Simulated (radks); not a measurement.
Neutral fluorine inside a hard spherical wall (all orbitals vanish at R), configuration held at [He] 2s2 2p5 and not refilled when levels cross. All-electron calculation, non-relativistic Kohn-Sham, LDA (Slater exchange, VWN5 correlation), spin-polarised, spherical densities, point nucleus; open shells are filled with parallel spins first. Program: a radial shooting solver on a logarithmic mesh with Libxc functionals. Eigenvalues in eV for spin up, with the zero of energy where the potential of the charges vanishes at infinity; a dash marks a level that is unbound or too diffuse for the functional's potential to be trusted. A positive occupied level is held by the wall or, in an anion where self-interaction has pushed it up, behind a barrier. The pressure on the wall is -dE/dV.

R (bohr)  E (hartree)  kinetic (hartree)    e(1s)    e(2s)    e(2p)  e(3s, empty)  e(3p, empty)  pressure (GPa)
free        -99.11419             98.693  -658.54  -30.315  -12.032        -0.106             -               0
20          -99.11419             98.693  -658.54  -30.315  -12.032        -0.075         0.586        < 0.0001
15          -99.11419             98.693  -658.54  -30.315  -12.032        -0.003         0.955        < 0.0001
8           -99.11418             98.693  -658.54  -30.313  -12.030         0.942         3.121        0.000924
2.5         -98.59557            101.075  -645.47  -21.861   -2.468        54.710        60.541             437
2           -97.44472            105.123  -629.21  -10.369   10.141        108.74        109.45            2380
1.5         -93.09567            117.169  -591.31   23.402   43.944        249.48        228.25           17000
